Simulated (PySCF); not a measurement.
SiCl₃I, SMILES Cl[Si](Cl)(Cl)I.

Geometry: PBE0-D3(BJ)/def2-SVP. The def2 effective core potentials stand for the cores of I; spin–orbit coupling is left out.

Two levels are set side by side: PBE/def2-TZVP (PySCF) and M06-2X/def2-TZVP (PySCF). Same geometry, gas phase. Differences are taken from unrounded values.

```csv
quantity,M06-2X
orbital gap (eV),8.66
highest occupied level (eV),-9.46
lowest empty level (eV),-0.80
dipole moment (D),0.50
mean polarisability (bohr³),87.0
```

### Question
What does PBE give, and how far is it from M06-2X? (An estimate is asked for; the answer gives what the named calculation found.)

### Answer

| quantity | PBE | PBE minus M06-2X |
|---|---|---|
| orbital gap (eV) | 4.63 | -4.03 |
| highest occupied level (eV) | -7.09 | 2.38 |
| lowest empty level (eV) | -2.46 | -1.66 |
| dipole moment (D) | 0.51 | 0.01 |
| mean polarisability (bohr³) | 91.1 | 4.1 |

PBE's occupied levels lie high since its potential decays too fast outside the molecule; exact exchange lowers them and widens the gap. PBE's more diffuse valence density responds more strongly to a field. Differences between two approximate levels are no errors against the true value.

Rough cost on one machine, each run with all the roots and properties that it gave: M06-2X against PBE about 3 times.
